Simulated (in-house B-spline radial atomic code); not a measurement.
The numbers below are computed, except where a source is named.
**C6 from the polarisability at imaginary frequency: the magnesium ion Mg²⁺**

LDA VWN5 linear response of the closed shell [He] 2s2 2p6, from a B-spline radial code for spherical atoms; scalar-relativistic (spin-free one-electron X2C), finite nucleus, no spin-orbit coupling.

The dispersion coefficient of two like species is C6 = (3/π) ∫ α(iu)² du from 0 to ∞.

```csv
u (hartree),α(iu) (bohr³)
0,0.5136
0.156,0.512
0.364,0.5049
0.624,0.4891
1.04,0.4525
1.56,0.3981
2.34,0.3197
3.64,0.2213
5.2,0.1489
7.79,0.08635
13,0.03866
26,0.01146
```

(1) Fit one oscillator, α(iu) = α(0)/(1 + u²/ω²), through u = 3.64 and estimate C6.

(2) How does that compare with the full integral?

Results:

(1) From α(0)/α(iu) − 1 = 0.5136/0.2213 − 1 = 1.3208, ω = u/√1.3208 = 3.1672 hartree (86.2 eV). London's formula gives C6 = (3/4) α(0)² ω = 0.75 × 0.5136² × 3.1672 = 0.6266 hartree·bohr⁶, and the oscillator holds f = α(0) ω² = 5.15 electrons, of a sum of oscillator strengths of 10.0.

(2) The program's quadrature over all excitations gives C6 = 0.6236, so the single oscillator is off by +0.5 %. At the last point the fit gives α = 0.00751 against 0.0115: higher excitations, and deeper shells where there are any, keep the true curve higher at large u.
